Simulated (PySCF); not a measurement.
Ga2H4, SMILES [GaH2][GaH2]. Geometry optimised at PBE0-D3(BJ)/def2-TZVP.

Method: PBE0-D3(BJ)/def2-TZVP (PySCF 2.14.0).

Harmonic wavenumbers (cm⁻¹): 203, 236, 292, 292, 553, 553, 715, 790, 1916, 1931, 1931, 1935. Rotational constants (GHz): 70.19, 2.182, 2.182; symmetry number 4.

Problem. Work out the zero-point energy and the ideal-gas rigid-rotor harmonic-oscillator thermochemistry at 298.15 K and 1 atm.

Solution. ZPE = ½ Σ hcν = ½ × 11348 cm⁻¹ = 16.22 kcal/mol. H − E(el) = 20.15 kcal/mol. Entropy in cal/(mol K): translation 40.79, rotation 21.62, vibration 8.45, total 70.87. G − E(el) = -0.97 kcal/mol. Cp = 18.74 cal/(mol K).
